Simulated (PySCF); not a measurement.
Al(H)(vinyl)(OH) (C₂H₅AlO), SMILES C=[CH][AlH][OH]. Geometry: PBE0-D3(BJ)/def2-SVP. One conformer was computed; it need not be the lowest.

Computed equilibrium geometry at PBE0-D3(BJ)/def2-SVP (PySCF confirms it by a frequency run) as Cartesian coordinates in Å, and its point group (one conformer of several):
point group Cs.
```xyz
9

Al    -0.6090     0.7020     0.0000
H     -1.9388     1.5710     0.0000
C     -0.5409    -1.2349     0.0000
C      0.6382    -1.8784     0.0000
H     -1.4465    -1.8581     0.0000
H      0.7163    -2.9738     0.0000
H      1.5906    -1.3340     0.0000
O      0.9175     1.4671     0.0000
H      1.0715     2.4124     0.0000
```
